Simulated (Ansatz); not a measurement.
Born–Oppenheimer molecular dynamics of CH4F2OSi (9 atoms, charge 0, multiplicity 1). It starts from a relaxed structure.

All numbers below come from RKS PBE-D4/def2-SVP (Ansatz).

| Property | Result |
| --- | --- |
| ensemble | NVE (velocity Verlet) |
| time step | 1 fs |
| steps asked | 150 |
| starting velocities drawn for | 1500 K |
| seed | 246742 |

First frame:

```xyz
9
Properties=species:S:1:pos:R:3
Si 0.018 -0.011 0.015
O 0.037 -0.274 1.639
C -1.105 -0.376 2.482
H -1.770 -1.210 2.167
H -0.757 -0.575 3.515
H -1.695 0.567 2.483
H 1.415 0.005 -0.472
F -0.732 1.390 -0.335
F -0.847 -1.161 -0.745
```

Problem. How far do the bonds stretch over the last three quarters of this one trajectory? (Pairs bonded in most of those frames.)

Solution. 
```
  bond  mean (Å)  spread (Å)  shortest  longest
Si1–O2     1.647       0.032      1.60     1.72
Si1–H7     1.487       0.027      1.44     1.53
Si1–F8     1.638       0.064      1.53     1.75
Si1–F9     1.627       0.031      1.56     1.69
 O2–C3     1.432       0.032      1.36     1.48
 C3–H4     1.122       0.036      1.04     1.20
 C3–H5     1.120       0.042      1.05     1.19
 C3–H6     1.123       0.050      1.03     1.22
```

Mean temperature of the second half: 811 K. The conserved energy stayed within 2.1 meV per atom of its start (net change 0.86 meV per atom), so the integration is sound. Over the second half the temperature averaged 0.54 of the 1500 K drawn at the start: a run that starts near a minimum puts about half its kinetic energy into the potential. A run of 0.15 ps of so small a system gives no equilibrium averages.

The run took 3.7 min on 2 threads of Arm Neoverse V1, with other jobs on the host, peak memory 0.12 GiB.
